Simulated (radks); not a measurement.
Q: All-electron atom: O in [He] 2s2 2p4. Method: scalar-relativistic Kohn-Sham, LDA (Slater exchange, Perdew-Wang correlation), spin-polarised, spherical densities, point nucleus; open shells are filled with parallel spins first; computed with a radial shooting solver on a logarithmic mesh with Libxc functionals. Some entries of the table are withheld. Estimate them.

orbital,occ.,eigenvalue (hartree),<r^2> (bohr^2)
1s up,1,-18.78270,0.05456
1s down,1,-18.72944,0.05427
2s up,1,(1),1.568
2s down,1,(2),1.670
2p up,3,(3),1.995
2p down,1,(4),2.416

A: 
(1) 2s up eigenvalue (hartree): -0.91698
(2) 2s down eigenvalue (hartree): -0.80333
(3) 2p up eigenvalue (hartree): -0.38057
(4) 2p down eigenvalue (hartree): -0.27219
